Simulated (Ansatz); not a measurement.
Compare A (`C[Si]1(Cl)CS1`) with its isomer B (`C=C(S)[SiH2]Cl`).

Program: Ansatz. Geometries: PBE0-D4/def2-TZVP. ΔE: electronic, gas phase. CCSD(T)/CBS adds triple-zeta CCSD(T) − MP2 to the extrapolated MP2 energy (def2 sets, frozen cores). DFT in def2-TZVPP. B3LYP here is the variant with VWN-RPA as its local correlation; programs differ in this. One conformer a species, not always the lowest.

A:

```xyz
10

C     0.698   -0.113    1.430
Si    0.326    0.315   -0.328
Cl    2.067    0.472   -1.392
C    -1.148   -0.287   -1.225
S    -1.258    1.553   -0.834
H     1.286   -1.031    1.483
H     1.269    0.689    1.901
H    -0.236   -0.248    1.978
H    -1.915   -0.870   -0.722
H    -1.089   -0.480   -2.292
```

B:

Z-matrix (Å, degrees):
```
Si
Cl 1 2.054
C 1 1.865 2 110.5
H 1 1.481 2 107.0 3 121.0
H 1 1.480 2 109.0 3 -118.4
S 3 1.749 1 116.2 2 57.9
C 3 1.335 1 118.3 2 -124.2
H 6 1.345 3 97.5 1 175.1
H 7 1.084 3 120.7 1 2.8
H 7 1.087 3 122.7 1 -177.2
```

Q: Which isomer does CCSD(T)/CBS put lower? Give the gap. (Best estimate.)

A: Ansatz gave: A, by 30.5 kcal/mol.

Q: Give E(B) − E(A) in kcal/mol with PBE-D4, B2PLYP, CCSD/def2-TZVPP, PBE0-D4, MP2/def2-TZVPP, B3LYP-D4, B3LYP. (Estimate.)

A: Computed: PBE-D4 32.3, B2PLYP 29.4, CCSD/def2-TZVPP 29.3, PBE0-D4 34.0, MP2/def2-TZVPP 32.8, B3LYP-D4 27.8, B3LYP 28.0. None reverses the order clearly.

Largest T1 diagnostic: 0.011.

From PBE to PBE0 (25 % exact exchange), in def2-TZVPP and without D4, E(B) − E(A) moves by +1.6 kcal/mol. In def2-TZVPP, CCSD(T) changes the Hartree–Fock value by +4.5 kcal/mol (the triples alone add +0.2 kcal/mol) and MP2 by +7.8 kcal/mol.
